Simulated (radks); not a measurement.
Values are calculated unless marked as measured or tabulated.
Effect of the nuclear size on the copper ion Cu5+, [Ar] 3d6. Code: a radial shooting solver on a logarithmic mesh with Libxc functionals. Model: Dirac Kohn-Sham, BLYP, spin-unpolarised, spherical densities, finite nucleus; open shells fill j = l - 1/2 first; Fermi nuclear charge, rms radius 3.8823 fm. The rms radius is varied about that value; shifts are against it.

| rms radius (fm) | total energy shift (eV) | density at nucleus (e/bohr^3) | 1s1/2 shift (meV) | 2s1/2 shift (meV) | 3s1/2 shift (meV) | 4s1/2 (empty) shift (meV) |
|---|---|---|---|---|---|---|
| 3.1369 | -0.0682 | 2.246e+04 | -29.0 | -2.73 | -0.424 | -0.070 |
| 3.7503 | -0.0131 | 2.225e+04 | -5.55 | -0.523 | -0.081 | -0.013 |
| 3.8823 | 0 | 2.221e+04 | 0.000 | 0.000 | 0.000 | 0.000 |
| 4.2045 | 0.0337 | 2.212e+04 | 14.3 | 1.35 | 0.209 | 0.035 |
| 4.5306 | 0.0704 | 2.203e+04 | 29.9 | 2.82 | 0.438 | 0.073 |

Slopes of the eigenvalues against <r^2> in GHz/fm^2, as finite differences over the two radii next to the reference (eigenvalue slopes, not the field-shift constants of lines): 1s1/2 1330, 2s1/2 125, 3s1/2 19.5, 4s1/2 (empty) 3.23.
